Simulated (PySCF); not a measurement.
Task: Give a GFN2-xTB geometry of `Fc1cscc1F`.

Result: 
```xyz
9
C4H2F2S angstrom
F      1.350    1.764    0.501
C      0.676    0.655    0.183
C      1.268   -0.521   -0.151
S      0.099   -1.728   -0.496
C     -1.198   -0.650   -0.189
C     -0.742    0.581    0.162
F     -1.539    1.613    0.455
H      2.315   -0.734   -0.210
H     -2.215   -0.972   -0.279
```

Any rigid rotation of these coordinates is as good. Atoms count from 1 in this order. The 7 heavy atoms lie in one plane (0.000 Å rms). The 3 C–C bonds span 1.359 Å (C2–C3, aromatic) to 1.420 Å (C2–C6, aromatic), a spread of 0.061 Å. The 5-membered ring C2–C3–S4–C5–C6 has internal angles of 92.1° to 112.7°; it is planar, 0.00 Å rms from its mean plane, widest ring torsion 0°. S4 (thiophene-type sulfur) is bent (angle 92.1°).

Bonds between heavy atoms (Å): F1–C2 1.336, C2–C3 1.359, C3–S4 1.715, S4–C5 1.715, C5–C6 1.359, C6–F7 1.336, C2–C6 1.420.

Computed geometry: GFN2-xTB, gas phase.

Point group: C2v (tolerance 0.08 Å). Not checked by GFN2-xTB frequencies.
